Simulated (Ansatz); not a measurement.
`CBO[SiH2]F` → `CB[O]`• + `F[SiH2]`•  (homolysis of the O–Si bond)

Isolated molecules relaxed with PBE0-D4/def2-TZVP in Ansatz; ΔE leaves out vibrations. CCSD(T)/CBS is the MP2 limit (def2-TZVPP, def2-QZVPP) plus CCSD(T) − MP2 in def2-TZVPP, frozen cores. This one scheme is used for every species. Open shells (•) are unrestricted, without spin–orbit coupling. One conformer a species, not always the lowest.

```csv
species,CCSD(T)/CBS(def2) energy (Eh)
`CBO[SiH2]F`,-530.66625
`CB[O]`•,-140.40575
`F[SiH2]`•,-390.06414
```

Q: Work out ΔE.

A: ΔE = (-140.40575) + (-390.06414) − (-530.66625) = 0.19636 Eh = +123.2 kcal/mol.

Largest T1 diagnostic among the species: 0.032.

From PBE to PBE0 (25 % exact exchange), in def2-TZVPP and without D4, ΔE moves by +6.0 kcal/mol. In def2-TZVPP, CCSD(T) changes the Hartree–Fock value by +23.1 kcal/mol (the triples alone add +0.9 kcal/mol) and MP2 by +34.7 kcal/mol; breaking electron pairs costs correlation energy, which Hartree–Fock lacks. The D4 term adds +2.7 kcal/mol with B3LYP and +1.5 kcal/mol with PBE0; it sums over pairs of atoms, weighted by their polarisabilities, and B3LYP, whose exchange is more repulsive, gets the larger term.

B3LYP here is the variant with VWN-RPA as its local correlation; programs differ in this.
